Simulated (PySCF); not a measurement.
A geometry optimisation on `C#CC(=C)CC(=C)/C=C/C=C`.

Method: PBE0-D3(BJ)/def2-SVP geometry optimisation, gas phase (PySCF 2.14.0). Start geometry: GFN2-xTB. The input is one job of a driver script: a line of settings, then coordinates in Å.

Input:
```
{"job": {"xc": "PBE0", "basis": "def2-SVP", "d3": "d3bj", "grid": 1, "kind": "geom"}, "charge": 0, "multiplicity": 1}
C      2.963694     0.952966    -2.025716
C      2.463765     0.421371    -1.072581
C      1.865524    -0.247941     0.023869
C      2.171769     0.075130     1.277074
C      0.895073    -1.340872    -0.353033
C     -0.236974    -0.786063    -1.182562
C     -0.235037    -0.926417    -2.510689
C     -1.311432    -0.073211    -0.524787
C     -1.424011     0.170319     0.790467
C     -2.530604     0.886915     1.368222
C     -2.657497     1.120722     2.672755
H      3.409506     1.430943    -2.846326
H      1.736385    -0.439854     2.117112
H      2.875415     0.858427     1.502549
H      0.511665    -1.821347     0.547882
H      1.430346    -2.089444    -0.943003
H     -1.022180    -0.520647    -3.123307
H      0.553990    -1.443955    -3.028481
H     -2.091572     0.287437    -1.185139
H     -0.668238    -0.165726     1.484960
H     -3.287261     1.240647     0.679158
H     -1.919477     0.780351     3.380886
H     -3.497601     1.657232     3.078642
```

Output:
```
step   0  E = -425.43360731  max force = 0.016556
step   1  E = -425.43747125  max force = 0.002677
step   2  E = -425.43753833  max force = 0.001110
step   3  E = -425.43756760  max force = 0.001816
step   4  E = -425.43760013  max force = 0.001075
step   5  E = -425.43763883  max force = 0.000632
step   6  E = -425.43766679  max force = 0.001099
step   7  E = -425.43769955  max force = 0.000558
step   8  E = -425.43770441  max force = 0.000630
step   9  E = -425.43771513  max force = 0.000233
optimisation converged
```

Energies in Eh; «max force» is the largest Cartesian gradient component in Eh/bohr.

How much energy does the optimisation release, in kJ/mol?

E(step 0) − E(last step) = 0.004108 Eh, which is 10.8 kJ/mol.

Give the first gradient maximum in eV/Å.

With 1 Eh/bohr = 51.422 eV/Å, 0.851 eV/Å.

Summary of the converged run: final energy -425.43772 Eh after 9 steps; dipole 0.26 D.

Rough CPU time on one thread of a shared machine: about 11 min.
Labels such as C1 count atoms from 1, the log's own numbers from 0.
